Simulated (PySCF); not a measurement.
C6H8N2S.
Cartesian coordinates in Å at the PBE0-D3(BJ)/def2-SVP level; atoms count from 1:
```xyz
17
C6H8N2S angstrom
C     -1.3664    0.9772   -0.8545
C     -1.1598   -0.4778   -0.5380
C     -1.3494   -1.0118    0.8425
C      0.0392   -0.9629    0.2674
C      1.0387   -0.0191    0.7984
C      2.4443   -0.0737    0.5041
N      3.1525    0.8761    1.0635
S      2.1135    1.8111    1.9278
N      0.7300    0.9894    1.5902
H     -1.0574    1.6155   -0.0147
H     -2.4294    1.1775   -1.0605
H     -0.7888    1.2781   -1.7427
H     -1.4338   -1.1608   -1.3499
H     -1.5552   -0.2860    1.6343
H     -1.8097   -1.9933    0.9800
H      0.4756   -1.9074   -0.0699
H      2.9280   -0.8250   -0.1253
```

All values: PBE0/def2-SVPD (PySCF, non-relativistic), on one gas-phase PBE0-D3(BJ)/def2-SVP geometry that isn't relaxed in the solvent. The solvent is an IEF-PCM continuum (van der Waals radii × 1.2). Only the electrostatic response of the medium enters.

Gas phase at PBE0/def2-SVPD: HOMO -7.24 eV, LUMO -1.54 eV, dipole 2.35 D.

Question: What does the continuum do to the energy, the frontier levels and the dipole at PBE0/def2-SVPD in cyclohexane and chloroform?

Answer: 
| solvent | ε | E(solvent) − E(gas) (kcal/mol) | polarisation term (kcal/mol) | distortion of the solute (kcal/mol) | HOMO (eV) | LUMO (eV) | dipole (D) |
| --- | --- | --- | --- | --- | --- | --- | --- |
| cyclohexane | 2.017 | -1.60 | -1.70 | 0.10 | -7.22 | -1.55 | 2.70 |
| chloroform | 4.711 | -2.96 | -3.34 | 0.38 | -7.21 | -1.58 | 3.02 |

Polarisation term: ½ Σ q·V over the induced surface charges. Distortion: the rise of the solute's own energy as its density leaves the gas-phase optimum. From cyclohexane to chloroform the lowering changes by a factor 1.86, Onsager's factor (ε − 1)/(2ε + 1) by 1.76 and ε itself by 2.3.

Question: Which radius a makes the point-dipole formula ΔE = −[(ε − 1)/(2ε + 1)]·μ²/a³ give the value in chloroform, with the gas-phase dipole?

Answer: μ = 0.923 au and |ΔE| = 0.00472 Eh give a = 2.12 Å; the farthest nucleus lies 3.38 Å from the centroid of the nuclei, so such a sphere wouldn't even hold the nuclei. The formula assumes a rigid point dipole at the centre of a sphere.

Question: Give the dipole vector in the frame of the coordinates (D, pointing from negative to positive charge), gas and chloroform.

Answer: Gas (-1.17, -1.60, -1.26), solvent (-1.39, -2.10, -1.66). Its length changes by +29 % and its direction by 2°.

Question: How does the static polarisability (PBE0/def2-SVPD, frozen core, with the continuum's full static response) change?

Answer: 
```
     medium  isotropic (au)  principal values (au)  ⟨r²⟩ of the electrons (bohr²)
        gas            98.6      77.7, 94.0, 124.2                         1425.4
cyclohexane           112.0     87.0, 107.6, 141.4                         1425.2
 chloroform           124.9     96.7, 121.3, 156.6                         1425.0
```

The isotropic value in chloroform is 1.27 times the gas-phase one; no cavity-field correction is applied. ⟨r²⟩ is taken about the centre of nuclear charge.

Hardware: Arm Neoverse N1, one thread, shared host with 64 logical CPUs at a one-minute load of 61. Cost: 1.7 min, 1.1 GiB resident at most. This is the whole response run at PBE0/def2-SVPD in chloroform, SCF included.
